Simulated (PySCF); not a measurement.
System: CH₃ClF₂Si, net charge 0, singlet state. SMILES: F[Si](C)(F)Cl
Geometry: optimised at B3LYP-D3(BJ)/def2-TZVP (Ansatz).

Dispersion corrections to the total energy (kcal/mol) from the dftd3 and dftd4 libraries through PySCF: D3(BJ) without and D4 with the three-body term, each with the damping fitted for the functional named.

```csv
functional,D3(BJ),D4
PBE,-3.88,-4.28
revPBE,-9.58,-12.66
B3LYP,-7.09,[?]
B2GP-PLYP,-3.21,-1.79
B2PLYP,-3.43,[?]
TPSSh,-4.61,-5.22
TPSS,[?],-5.78
```

Question: Fill in the missing entries.

Answer: 
- B3LYP, D4: -6.96
- B2PLYP, D4: -2.97
- TPSS, D3(BJ): -4.99
